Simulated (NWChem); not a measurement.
Everything below was run with NWChem. System: F$_{2}$O$_{2}$W, charge 0, spin multiplicity 1, at a geometry optimised with B3LYP/def2-SVP with def2 effective core potentials on W. The structure started from a generated list of species. Level: G0W0@PBE/def2-TZVP with def2 effective core potentials on W, RI basis def2-tzvp-rifit, no spin-orbit coupling.

The NWChem input:

```
start mol
memory heap 200 mb stack 700 mb global 1700 mb
geometry units angstroms nocenter noautoz
  W      0.000000     0.000000     0.015008
  O      0.000000    -1.361328     1.039665
  O      0.000000     1.361328     1.039665
  F      1.575934     0.000000    -0.985844
  F     -1.575934     0.000000    -0.985844
  symmetry group C2v
end
basis spherical
  * library def2-tzvp
end
ecp
  W library def2-ecp
end
basis "ri basis" bse spherical
  * library def2-tzvp-rifit
end
dft
  xc xpbe96 cpbe96
  iterations 100
  direct
  tolerances tight
end
task dft energy
gw
  method cdgw
  states alpha occ 4 vir 2
end
task dft gw
```

Part of the output:

```
             Northwest Computational Chemistry Package (NWChem) 7.3.0
             --------------------------------------------------------

                                NWChem Input Module
                                -------------------

 Scaling coordinates for geometry "geometry" by  1.889725989
 (inverse scale =  0.529177249)

 Turning off AUTOSYM since
 SYMMETRY directive was detected!

                             Geometry "geometry" -> ""
                             -------------------------

 Output coordinates in angstroms (scale by  1.889725989 to convert to a.u.)

  No.       Tag          Charge          X              Y              Z
 ---- ---------------- ---------- -------------- -------------- --------------
    1 W                   74.0000     0.00000000     0.00000000     0.01500800
    2 O                    8.0000     0.00000000    -1.36132800     1.03966500
    3 O                    8.0000     0.00000000     1.36132800     1.03966500
    4 F                    9.0000     1.57593400     0.00000000    -0.98584400
    5 F                    9.0000    -1.57593400     0.00000000    -0.98584400

 Effective nuclear repulsion energy (a.u.)     823.7819087587

            Nuclear Dipole moment (a.u.)
            ----------------------------
        X                 Y               Z
 ---------------- ---------------- ----------------
     0.0000000000     0.0000000000     0.0000755890

      Symmetry information
      --------------------

 Group name             C2v
 Group number             16
 Group order               4
 No. of unique centers     3

      Symmetry unique atoms

     1    2    4


 Summary of "ao basis" -> "" (spherical)
 ------------------------------------------------------------------------------
       Tag                 Description            Shells   Functions and Types
 ---------------- ------------------------------  ------  ---------------------
 *                         def2-tzvp                  on all atoms

 Summary of "ri basis" -> "" (spherical)
 ------------------------------------------------------------------------------
       Tag                 Description            Shells   Functions and Types
 ---------------- ------------------------------  ------  ---------------------
 *                      def2-tzvp-rifit               on all atoms

  pbe96 is a nonlocal functional; adding pw91lda local functional.

                                 NWChem DFT Module
                                 -----------------

 Summary of "ao basis" -> "ao basis" (spherical)
 ------------------------------------------------------------------------------
       Tag                 Description            Shells   Functions and Types
 ---------------- ------------------------------  ------  ---------------------
 W                         def2-tzvp                14       40   6s4p3d1f
 O                         def2-tzvp                11       31   5s3p2d1f
 F                         def2-tzvp                11       31   5s3p2d1f

 Summary of "ao basis" -> "ao basis" (spherical)
 ------------------------------------------------------------------------------
       Tag                 Description            Shells   Functions and Types
 ---------------- ------------------------------  ------  ---------------------
 W                         def2-tzvp                14       40   6s4p3d1f
 O                         def2-tzvp                11       31   5s3p2d1f
 F                         def2-tzvp                11       31   5s3p2d1f

      Symmetry analysis of basis
      --------------------------

        a1         60
        a2         24
        b1         40
        b2         40

            General Information
            -------------------
          SCF calculation type: DFT
          Wavefunction type:  closed shell.
          No. of atoms     :     5
          No. of electrons :    48
           Alpha electrons :    24
            Beta electrons :    24
          Charge           :     0
          Spin multiplicity:     1
          Use of symmetry is: on ; symmetry adaption is: on
          Maximum number of iterations: 100
          This is a Direct SCF calculation.
          AO basis - number of functions:   164
                     number of shells:    58
          Convergence on energy requested:  1.00D-06
          Convergence on density requested:  1.00D-05
          Convergence on gradient requested:  5.00D-04

              XC Information
              --------------
          PerdewBurkeErnzerhof Exchange Functional  1.000
            Perdew 1991 LDA Correlation Functional  1.000 local
           PerdewBurkeErnz. Correlation Functional  1.000 non-local

             Grid Information
             ----------------
          Grid used for XC integration:  medium
          Radial quadrature: Mura-Knowles
          Angular quadrature: Lebedev.
          Tag              B.-S. Rad. Rad. Pts. Rad. Cut. Ang. Pts.
          ---              ---------- --------- --------- ---------
          W                   1.35      123           7.0       590
          O                   0.60       49           8.0       434
          F                   0.50       49           8.0       434
          Grid pruning is: on
          Number of quadrature shells:   221
          Spatial weights used:  Erf1

          Convergence Information
          -----------------------
          Convergence aids based upon iterative change in
          total energy or number of iterations.
          Levelshifting, if invoked, occurs when the
          HOMO/LUMO gap drops below (HL_TOL):  1.00D-02
[...]
     1 a1          2 a2          3 b1          4 b2

  Orbital symmetries:

     1 a1          2 b1          3 a1          4 b2          5 a1
     6 b2          7 a1          8 b1          9 a1         10 b1
    11 a1         12 b2         13 a1         14 b1         15 a2
    16 a1         17 b2         18 b1         19 a1         20 b2
    21 a2         22 b1         23 a1         24 b2         25 a1
    26 a1         27 a2         28 b1         29 b2         30 a1
    31 b1         32 a1         33 b2         34 a1

   convergence    iter        energy       DeltaE   RMS-Dens  Diis-err    time
 ---------------- ----- ----------------- --------- --------- ---------  ------
 d= 0,ls=0.0,diis     1   -416.6593067143 -6.36D+02  4.29D-02  5.93D+00     3.6
 d= 0,ls=0.0,diis     2   -402.9874475045  1.37D+01  3.73D-02  1.04D+02     6.1
 d= 0,ls=0.0,diis     3   -416.2852354467 -1.33D+01  8.70D-03  1.24D+01     8.5
 d= 0,ls=0.0,diis     4   -417.1965214680 -9.11D-01  2.23D-03  1.66D+00    11.0
 d= 0,ls=0.0,diis     5   -417.3380300975 -1.42D-01  4.23D-04  4.47D-02    13.4
 d= 0,ls=0.0,diis     6   -417.3416082712 -3.58D-03  1.87D-04  6.97D-03    15.8
 d= 0,ls=0.0,diis     7   -417.3421917323 -5.83D-04  5.71D-05  6.41D-04    18.2
 d= 0,ls=0.0,diis     8   -417.3422368058 -4.51D-05  2.60D-05  1.13D-04    20.7
 d= 0,ls=0.0,diis     9   -417.3422482651 -1.15D-05  3.33D-06  9.12D-07    23.1
 d= 0,ls=0.0,diis    10   -417.3422483294 -6.43D-08  1.22D-06  4.32D-07    25.5

         Total DFT energy =     -417.342248329401
      One electron energy =    -1035.609533693904
           Coulomb energy =      444.140781609921
    Exchange-Corr. energy =      -45.372271401215
 Nuclear repulsion energy =      219.498775155797

 Numeric. integr. density =       48.000000498515

     Total iterative time =     24.5s

                  Occupations of the irreducible representations
                  ----------------------------------------------

                     irrep           alpha         beta
                     --------     --------     --------
                     a1               10.0         10.0
                     a2                2.0          2.0
                     b1                6.0          6.0
                     b2                6.0          6.0

                       DFT Final Molecular Orbital Analysis
                       ------------------------------------

 Vector   22  Occ=2.000000D+00  E=-3.469183D-01  Symmetry=a1
              MO Center=  1.3D-14, -1.1D-13,  7.1D-01, r^2= 3.0D+00
   Bfn.  Coefficient  Atom+Function         Bfn.  Coefficient  Atom+Function
  ----- ------------  ---------------      ----- ------------  ---------------
    47      0.290420  2 O  py                78     -0.290420  3 O  py
     3     -0.242608  1 W  s                 50      0.241960  2 O  py
    81     -0.241960  3 O  py                 5      0.224595  1 W  s
    21      0.152559  1 W  d  0              23     -0.141834  1 W  d  2
     2      0.140190  1 W  s                 53      0.139059  2 O  py

 Vector   23  Occ=2.000000D+00  E=-3.392060D-01  Symmetry=b1
              MO Center= -3.2D-14, -1.5D-13,  7.1D-01, r^2= 2.8D+00
   Bfn.  Coefficient  Atom+Function         Bfn.  Coefficient  Atom+Function
  ----- ------------  ---------------      ----- ------------  ---------------
    46      0.292556  2 O  px                77      0.292556  3 O  px
    49      0.248327  2 O  px                80      0.248327  3 O  px
    52      0.163691  2 O  px                83      0.163691  3 O  px
    10     -0.160093  1 W  px               108     -0.136306  4 F  px
   139     -0.136306  5 F  px                22     -0.134484  1 W  d  1

 Vector   24  Occ=2.000000D+00  E=-3.002288D-01  Symmetry=b2
              MO Center= -7.4D-16, -3.0D-14,  1.0D+00, r^2= 2.5D+00
   Bfn.  Coefficient  Atom+Function         Bfn.  Coefficient  Atom+Function
  ----- ------------  ---------------      ----- ------------  ---------------
    48      0.322706  2 O  pz                79     -0.322706  3 O  pz
    51      0.272205  2 O  pz                82     -0.272205  3 O  pz
    54      0.195715  2 O  pz                85     -0.195715  3 O  pz
    47      0.117139  2 O  py                78      0.117139  3 O  py
    11     -0.116517  1 W  py                50      0.099240  2 O  py

 Vector   25  Occ=0.000000D+00  E=-1.283742D-01  Symmetry=a1
              MO Center= -2.0D-14,  6.1D-16, -5.0D-02, r^2= 2.1D+00
   Bfn.  Coefficient  Atom+Function         Bfn.  Coefficient  Atom+Function
  ----- ------------  ---------------      ----- ------------  ---------------
    21      0.562649  1 W  d  0              26      0.344837  1 W  d  0
    23     -0.178392  1 W  d  2             110      0.161543  4 F  pz
   141      0.161543  5 F  pz                12      0.148256  1 W  pz
    18     -0.144952  1 W  pz                47     -0.137341  2 O  py
    53     -0.137403  2 O  py                78      0.137341  3 O  py

 Vector   26  Occ=0.000000D+00  E=-1.127774D-01  Symmetry=a2
              MO Center= -3.5D-15, -4.3D-14,  2.3D-01, r^2= 2.0D+00
   Bfn.  Coefficient  Atom+Function         Bfn.  Coefficient  Atom+Function
  ----- ------------  ---------------      ----- ------------  ---------------
    19      0.613921  1 W  d -2              24      0.376598  1 W  d -2
    46      0.215526  2 O  px                77     -0.215526  3 O  px
    52      0.195226  2 O  px                83     -0.195226  3 O  px
    49      0.183097  2 O  px                80     -0.183097  3 O  px
   109     -0.119972  4 F  py               140      0.119972  5 F  py

 Vector   27  Occ=0.000000D+00  E=-7.889184D-02  Symmetry=b1
              MO Center=  1.3D-14,  6.1D-14,  1.4D-01, r^2= 2.0D+00
   Bfn.  Coefficient  Atom+Function         Bfn.  Coefficient  Atom+Function
  ----- ------------  ---------------      ----- ------------  ---------------
    22      0.627599  1 W  d  1              27      0.393296  1 W  d  1
    32      0.233126  1 W  d  1             107     -0.218793  4 F  s
   138      0.218793  5 F  s                 52      0.176594  2 O  px
    83      0.176594  3 O  px                46      0.170954  2 O  px
    77      0.170954  3 O  px               114      0.171165  4 F  px

 center of mass
 --------------
 x =   0.00000000 y =   0.00000000 z =  -0.01071220

 moments of inertia (a.u.)
 ------------------
         467.180218663322           0.000000000000           0.000000000000
           0.000000000000         592.466209447490           0.000000000000
           0.000000000000           0.000000000000         548.699800112140

     Multipole analysis of the density
     ---------------------------------

     L   x y z        total         alpha         beta         nuclear
     -   - - -        -----         -----         ----         -------
     0   0 0 0     -0.000000    -24.000000    -24.000000     48.000000

     1   1 0 0     -0.000000     -0.000000     -0.000000      0.000000
     1   0 1 0      0.000000      0.000000      0.000000      0.000000
     1   0 0 1     -0.653236      0.524175      0.524175     -1.701585

     2   2 0 0    -33.778879    -96.710268    -96.710268    159.641657
     2   1 1 0     -0.000000     -0.000000     -0.000000      0.000000
     2   1 0 1      0.000000      0.000000      0.000000      0.000000
     2   0 2 0    -34.534365    -70.210751    -70.210751    105.887138
     2   0 1 1      0.000000      0.000000      0.000000      0.000000
     2   0 0 2    -34.009691    -79.126362    -79.126362    124.243032

 Task  times  cpu:       25.6s     wall:       25.6s

                                NWChem Input Module
                                -------------------

                                 NWChem GW Module
                                 ----------------

                             ***********************
                             ***        GW       ***
                             ***********************

 Summary of "ri basis" -> "ri basis" (spherical)
 ------------------------------------------------------------------------------
       Tag                 Description            Shells   Functions and Types
 ---------------- ------------------------------  ------  ---------------------
 W                      def2-tzvp-rifit             33      151   8s8p7d5f3g2h
 O                      def2-tzvp-rifit             22       76   8s6p4d3f1g
 F                      def2-tzvp-rifit             22       76   8s6p4d3f1g

                 Memory Information
                 ------------------
          Available GA per process is          1699.8 MBs
          Available stack per process is        700.0 MBs
          Available heap per process is           0.0 MBs

          Peak memory in Initialization
              Peak GA per process is                 16.6 MBs
              Peak stack per process is               0.3 MBs
              Peak heap per process is               17.2 MBs
              Memory not in MA per process            0.0 MBs

          Peak memory in CDGW Calculation
              Peak GA per process is                 19.9 MBs
              Peak stack per process is               3.2 MBs
              Peak heap per process is                3.5 MBs
              Memory not in MA per process            0.0 MBs

          Computing 2-center integrals
          Computing Inverse Cholesky factor
          Computing 3-center integrals
          Computing Vxc

          Computing Sigma_x
          Computing W(iw) on the imaginary grid
          Solving quasiparticle equations

                  Alpha Orbitals
          State     Energy (eV)     Error (eV)
          -----------------------------------
@GW        21        -12.563           0.002
@GW        22        -12.332           0.002
@GW        23        -12.172           0.003
@GW        24        -11.123           0.002
@GW        25          0.129           0.003
@GW        26          0.734           0.003

     GW Timing Statistics
   ------------------------
   Init.   :          0.3s
     ERIs  :          3.8s
     Distr.:          0.0s
     Vxc   :          0.3s
   Vmo     :          0.0s
   iW      :          6.0s
   I_n     :          0.0s
   R_n     :          1.3s
   GW total:         11.7s

 Task  times  cpu:       11.7s     wall:       11.7s

 Total times  cpu:       37.3s     wall:       37.3s
```
